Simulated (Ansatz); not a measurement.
`F[Si](F)(F)[Si](F)(F)F` + H₂Se → `F[Si](F)(F)[SeH]` + `F[SiH](F)F` at 500 K and 1 bar (cleavage of the Si–Si bond).

Gas-phase electronic energies from Ansatz, PBE0-D4/def2-TZVP geometries. CCSD(T)/CBS adds triple-zeta CCSD(T) − MP2 to the extrapolated MP2 energy (def2 sets, frozen cores). For Se outer-core shells are correlated without core-valence functions, which leaves a few kJ/mol of doubt a bond. Scalar relativity is left out up to krypton. Each species was taken in one conformer, which may not be the lowest.

```csv
species,CCSD(T)/CBS energy (Eh),H − E (kJ/mol),S (J/(mol·K))
`F[Si](F)(F)[Si](F)(F)F`,-1177.33693,108.1,470.8
H₂Se,-2401.89790,53.1,237.8
`F[Si](F)(F)[SeH]`,-2990.00244,86.8,397.9
`F[SiH](F)F`,-589.26725,75.7,315.5
```

H − E and S are ideal-gas, rigid-rotor, harmonic terms from PBE0-D4/def2-TZVP, for one conformer and one mirror image of each species. 1 Eh = 2625.50 kJ/mol, R = 8.31446 J/(mol·K).

Task: By hand: ΔE, ΔH, ΔS and ΔG.

Result: ΔE = (-2990.00244) + (-589.26725) − (-1177.33693) − (-2401.89790) = -0.03486 Eh = -91.5 kJ/mol. Δ(H − E) = 86.8 + 75.7 − 108.1 − 53.1 = 1.3, so ΔH = -90.2 kJ/mol. ΔS = 397.9 + 315.5 − 470.8 − 237.8 = 4.8 J/(mol·K). ΔG = -90.2 − 500 × (4.8)/1000 = -92.6 kJ/mol.

Task: By hand: the equilibrium constant, and the temperature at which ΔG would vanish if ΔH and ΔS stayed fixed.

Result: log₁₀ K = −ΔG/(RT ln 10) = 9.7. ΔH and −TΔS have one sign here, so there is no such temperature.

The number of gas molecules stays the same, so ΔS is small and ΔH decides. A doubt of 5 kJ/mol in ΔE shifts log₁₀ K by 0.5 here. Other conformers and mirror images would add mixing entropy, several J/(mol·K) or more a flexible species. Modes under 60 cm⁻¹, often nearly free rotors, make the harmonic entropy too high. These are equilibria of isolated gas molecules and say nothing of rates. Largest T1 diagnostic: 0.013 (customary marks: 0.02 for closed shells, 0.045 for open ones).

ΔS is within the doubt of such terms, so its sign, and with it that verdict, could turn.
